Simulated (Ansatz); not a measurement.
Job for Ansatz (a first-principles code): R-B3LYP/def2-TZVPP on HISSi (SMILES S[Si]I), a point of a torsion scan. Elements past Kr take the def2 small-core potentials; no spin–orbit coupling.

Ansatz 0.2 input:
```yaml
crystal:
  periodic: [false, false, false]
  atoms:
    - {symbol: S, position_ang: [-1.33943947, 0.45140632, 0.47913638]}
    - {symbol: Si, position_ang: [0.63771697, 0.92326872, -0.31501235]}
    - {symbol: I, position_ang: [0.63690848, 3.39482571, -0.03486196]}
    - {symbol: H, position_ang: [-1.50597786, -0.61961457, -0.28681660]}
basis:
  gaussian:
    orbitals: def2-TZVPP
hamiltonian:
  xc: {name: B3LYP}
scf: {lower_state_search: off}
```

Output:

```
WARN ansatz: RAYON_NUM_THREADS=1 ignored (pool sized by the plan → 1); use --threads N
Functional definition: B3LYP
these checks for a lower state are left out or cut short: stability, starts, cluster_reference, orbital_swaps, neighbouring_geometries, increment
integrals: 0.07 GiB planned
1057 factors; their error is unknown
mean field: 0.62 GiB planned
mean field evaluation 1: about -26834.3896 eV, gradient 1.7e1 eV
mean field evaluation 2: about -26833.2507 eV, gradient 2.7e1 eV
mean field evaluation 4: about -26835.2655 eV, gradient 1.5e0 eV
mean field evaluation 8: about -26835.2714 eV, gradient 4.1e-2 eV
mean field evaluation 16: about -26835.5073 eV, gradient 1.8e-4 eV
mean field -26835.50733009 eV, -986.1867046206 hartree, gradient 2.3e-6 eV, S^2 0.000000; 0 other end points of the search recorded, 0 dependent functions left out
reference -26835.50754150 eV, -986.1867123896 hartree; 28, 28 occupied and 120, 120 virtual orbitals, 1057 factors
Total energy: -26835.50754150 eV, -986.1867123896 hartree
Checks for a lower state left out: stability, starts, cluster_reference, orbital_swaps, neighbouring_geometries, increment
```

Self-consistency was reached.

Cost: very roughly 2.2 core-seconds.
